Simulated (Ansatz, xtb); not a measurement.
**Two conformers of C2H7AgSi**

Structure I: `CC[SiH2][Ag]`, a singlet. Structure II: `CC[SiH2][Ag]`, a singlet. Both are isolated molecules in the gas phase, relaxed with PBE0-D3(BJ)/def2-SVP.

I (Å):

```xyz
11

C     1.2782   -1.3238    0.4249
C    -0.1098   -0.9072    0.8946
Ag    0.8113    2.5617    0.7625
Si   -0.1528    0.6883    1.9240
H     1.9650   -1.4748    1.2733
H     1.7288   -0.5535   -0.2226
H     1.2529   -2.2645   -0.1483
H    -0.7876   -0.7732    0.0346
H    -0.5615   -1.7000    1.5179
H    -1.5743    0.9777    2.3097
H     0.5965    0.4522    3.2050
```

II (Å):

```csv
atom,x (Å),y (Å),z (Å)
C,-2.3851,-0.1616,-0.1712
C,-1.2217,-0.5548,-1.0771
Ag,1.1762,0.2302,-3.6606
Si,-0.6586,0.8434,-2.2334
H,-2.1230,0.6908,0.4758
H,-2.6891,-0.9925,0.4866
H,-3.2702,0.1351,-0.7562
H,-0.3508,-0.8716,-0.4785
H,-1.4897,-1.4240,-1.7015
H,-1.8345,1.2768,-3.0626
H,-0.2840,2.0323,-1.3941
```

Question: Estimate E(II) − E(I) at the level CCSD(T)/def2-SVP + ΔMP2/def2-TZVPP.

Answer: Too close to call at this level: CCSD(T)/def2-SVP + ΔMP2/def2-TZVPP gives E(II) − E(I) = +0.17 kcal/mol.

Level by level:

```json
{"level": "PBE0-D3(BJ)/def2-SVP", "geometry": "PBE0-D3(BJ)/def2-SVP", "E(II) − E(I) (kcal/mol)": "+0.32", "departure from the last row (kcal/mol)": "+0.14", "job, with rough time for the two": "optimisation, 41 s"}
{"level": "HF/def2-SVP", "geometry": "PBE0-D3(BJ)/def2-SVP", "E(II) − E(I) (kcal/mol)": "−0.19", "departure from the last row (kcal/mol)": "−0.36", "job, with rough time for the two": "part of the CCSD(T) run"}
{"level": "MP2/def2-SVP", "geometry": "PBE0-D3(BJ)/def2-SVP", "E(II) − E(I) (kcal/mol)": "+0.37", "departure from the last row (kcal/mol)": "+0.20", "job, with rough time for the two": "part of the CCSD(T) run"}
{"level": "CCSD(T)/def2-SVP", "geometry": "PBE0-D3(BJ)/def2-SVP", "E(II) − E(I) (kcal/mol)": "+0.30", "departure from the last row (kcal/mol)": "+0.13", "job, with rough time for the two": "single point"}
{"level": "CCSD(T)/def2-SVP + ΔMP2/def2-TZVPP", "geometry": "PBE0-D3(BJ)/def2-SVP", "E(II) − E(I) (kcal/mol)": "+0.17", "departure from the last row (kcal/mol)": "", "job, with rough time for the two": "single point, 83 s"}
```

The largest departure from CCSD(T)/def2-SVP + ΔMP2/def2-TZVPP is that of HF/def2-SVP, 0.36 kcal/mol. Levels run at GFN2-xTB geometries aren't shown. The last row adds to CCSD(T) the change of the MP2 difference between the two basis sets, here −0.13 kcal/mol.

With harmonic frequencies from PBE0-D3(BJ)/def2-SVP (ideal gas, rigid rotor, one conformer each, 298.15 K, 1 atm): the zero-point term adds −0.02 kcal/mol; ΔH is +0.20 and ΔG +0.16 kcal/mol.

The correlated steps freeze 7 core orbitals; the last core shell of Ag is correlated, in a basis made for valence electrons. Atoms past krypton carry core potentials in the def2 sets and no spin–orbit term is included. Mirror images aren't counted in ΔG. Run with Ansatz 0.2.0; the last row on 2 threads of AMD EPYC 7R43 64-Core Processor (Zen 3) on a shared host.
